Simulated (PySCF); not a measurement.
Compound: C2H5NSSi.
Bonds: N1–C2 (triple), C2–C3, C3–S4, S4–Si5. Hydrogens: H6, H7 on C3; H8, H9, H10 on Si5.

The same species was optimised twice, with GFN2-xTB and with PBE0-D3(BJ)/def2-SVP (PySCF), and the same property calculations (PySCF, gas phase) were run on both structures.

```
      coordinate  GFN2-xTB  PBE0-D3(BJ)/def2-SVP  change
      Si5–H8 (Å)     1.450                 1.489  +0.039
     Si5–H10 (Å)     1.454                 1.490  +0.036
      Si5–H9 (Å)     1.460                 1.494  +0.034
       C2–C3 (Å)     1.432                 1.454  +0.022
       N1≡C2 (Å)     1.144                 1.157  +0.013
       C3–H7 (Å)     1.091                 1.101  +0.010
       C3–H6 (Å)     1.091                 1.101  +0.010
       C3–S4 (Å)     1.842                 1.833  -0.009
      S4–Si5 (Å)     2.154                 2.155  +0.001
   S4–Si5–H9 (°)     106.0                 109.7    +3.7
  H8–Si5–H10 (°)     114.7                 111.1    -3.6
  S4–Si5–H10 (°)     108.5                 111.8    +3.3
    C2–C3–S4 (°)     110.6                 113.7    +3.1
   H8–Si5–H9 (°)     113.4                 110.9    -2.5
    H6–C3–H7 (°)     110.1                 107.6    -2.5
  H9–Si5–H10 (°)     111.6                 109.4    -2.2
   S4–Si5–H8 (°)     101.8                 103.9    +2.1
C2–C3–S4–Si5 (°)        61                    66      +5
```

Rotational constants: A = 4746, B = 2186, C = 1647 MHz (GFN2-xTB) against A = 4856, B = 2037, C = 1577 MHz (PBE0-D3(BJ)/def2-SVP). Point groups within 0.08 Å: C1 and C1.

On the GFN2-xTB structure: N1s of N1 (eV) 405.17 [delta-SCF UKS SCAN, pcX-2 on the ionised atom, pcseg-1 elsewhere, spin-free X2C]; C1s of C2 (eV) 292.45 [delta-SCF UKS SCAN, pcX-2 on the ionised atom, pcseg-1 elsewhere, spin-free X2C]; C1s of C3 (eV) 292.93 [delta-SCF UKS SCAN, pcX-2 on the ionised atom, pcseg-1 elsewhere, spin-free X2C]; S1s of S4 (eV) 2477.18 [delta-SCF UKS SCAN, pcX-2 on the ionised atom, pcseg-1 elsewhere, spin-free X2C]; S2p of S4 (eV) 169.84 [delta-SCF UKS SCAN, pcX-2 on the ionised atom, pcseg-1 elsewhere, spin-free X2C]; Si1s of Si5 (eV) 1847.26 [delta-SCF UKS SCAN, pcX-2 on the ionised atom, pcseg-1 elsewhere, spin-free X2C]; Si2p of Si5 (eV) 107.72 [delta-SCF UKS SCAN, pcX-2 on the ionised atom, pcseg-1 elsewhere, spin-free X2C].

**Question.** What do these properties become on the PBE0-D3(BJ)/def2-SVP structure?

**Answer.** 
```json
{"property": "N1s of N1 (eV)", "level": "delta-SCF UKS SCAN, pcX-2 on the ionised atom, pcseg-1 elsewhere, spin-free X2C", "on GFN2-xTB": "405.17", "on PBE0-D3(BJ)/def2-SVP": "405.30", "change": "+0.13"}
{"property": "C1s of C2 (eV)", "level": "delta-SCF UKS SCAN, pcX-2 on the ionised atom, pcseg-1 elsewhere, spin-free X2C", "on GFN2-xTB": "292.45", "on PBE0-D3(BJ)/def2-SVP": "292.57", "change": "+0.12"}
{"property": "C1s of C3 (eV)", "level": "delta-SCF UKS SCAN, pcX-2 on the ionised atom, pcseg-1 elsewhere, spin-free X2C", "on GFN2-xTB": "292.93", "on PBE0-D3(BJ)/def2-SVP": "293.07", "change": "+0.14"}
{"property": "S1s of S4 (eV)", "level": "delta-SCF UKS SCAN, pcX-2 on the ionised atom, pcseg-1 elsewhere, spin-free X2C", "on GFN2-xTB": "2477.18", "on PBE0-D3(BJ)/def2-SVP": "2477.40", "change": "+0.22"}
{"property": "S2p of S4 (eV)", "level": "delta-SCF UKS SCAN, pcX-2 on the ionised atom, pcseg-1 elsewhere, spin-free X2C", "on GFN2-xTB": "169.84", "on PBE0-D3(BJ)/def2-SVP": "170.04", "change": "+0.20"}
{"property": "Si1s of Si5 (eV)", "level": "delta-SCF UKS SCAN, pcX-2 on the ionised atom, pcseg-1 elsewhere, spin-free X2C", "on GFN2-xTB": "1847.26", "on PBE0-D3(BJ)/def2-SVP": "1847.39", "change": "+0.13"}
{"property": "Si2p of Si5 (eV)", "level": "delta-SCF UKS SCAN, pcX-2 on the ionised atom, pcseg-1 elsewhere, spin-free X2C", "on GFN2-xTB": "107.72", "on PBE0-D3(BJ)/def2-SVP": "107.80", "change": "+0.08"}
```

The heavy atoms differ by 0.071 Å rms after alignment. Among all bonds Si5–H8 changes most (+0.039 Å). Changes are differences of the printed values. Neither structure is proved a minimum here.

Shape of the structure used: `[N:1]#[C:2][CH2:3][S:4][SiH3:5]`: C2–C3–S4–Si5 66°.
